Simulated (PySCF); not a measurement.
# SMILES C#CC=C=C(C#C)OC, C$_{8}$H$_{6}$O

Geometry:
| atom | x (Å) | y (Å) | z (Å) |
| --- | --- | --- | --- |
| C1 | 3.195 | 1.350 | 0.900 |
| C2 | 2.476 | 0.612 | 0.284 |
| C3 | 1.641 | -0.242 | -0.474 |
| C4 | 0.374 | -0.423 | -0.211 |
| C5 | -0.893 | -0.618 | 0.068 |
| C6 | -1.279 | -1.680 | 0.932 |
| C7 | -1.610 | -2.584 | 1.648 |
| O8 | -1.939 | 0.125 | -0.420 |
| C9 | -1.568 | 1.188 | -1.257 |
| H10 | 3.824 | 1.988 | 1.446 |
| H11 | 2.121 | -0.747 | -1.307 |
| H12 | -1.894 | -3.370 | 2.282 |
| H13 | -2.491 | 1.689 | -1.543 |
| H14 | -0.910 | 1.892 | -0.735 |
| H15 | -1.051 | 0.825 | -2.153 |

Level of theory: TDDFT PBE0/aug-cc-pVDZ circular dichroism and optical rotation, one conformer, gas phase in PySCF 2.14.0. Geometry: GFN2-xTB.

No stereocentre is labelled: unless the shape is locked (an allene, a helicene, a hindered biaryl), the mirror image is equally populated and a measured rotation or CD is zero. Singlets 3 and 4 lie within 0.01 eV of each other, so their separate moments and overlaps can depend on how they mix.

(1) Draw the ECD and absorption spectra from the lowest 8 states, each a Gaussian of half-width 0.2 eV at 1/e height.

Answers

(1) 
```csv
E (eV),λ (nm),Δε (L mol⁻¹ cm⁻¹),ε (L mol⁻¹ cm⁻¹)
3.34,371,0.00,0
3.44,360,+0.02,0.104
3.54,350,+0.12,0.597
3.64,340,+0.42,2.09
3.74,331,+0.90,4.41
3.84,323,+1.15,5.67
3.94,314,+0.90,4.41
4.04,307,+0.42,2.09
4.14,299,+0.12,0.597
4.24,292,+0.02,0.104
4.34,285,0.00,0
4.44,279,0.00,0
4.54,273,0.00,0
4.64,267,-0.01,0.863
4.74,261,-0.11,12.9
4.84,256,-0.76,120
4.94,251,-3.06,706
5.04,246,-6.95,2660
5.14,241,-8.40,6960
5.24,236,-5.89,14900
5.34,232,-7.91,29600
5.44,228,-17.84,48000
5.54,224,-22.97,53300
5.64,220,-14.99,37300
5.74,216,-2.37,16100
5.84,212,+5.27,4380
5.94,209,+7.68,883
```
Δε uses R in velocity form, ε uses f in length form. Only the states computed contribute, so the short-wavelength end is incomplete.
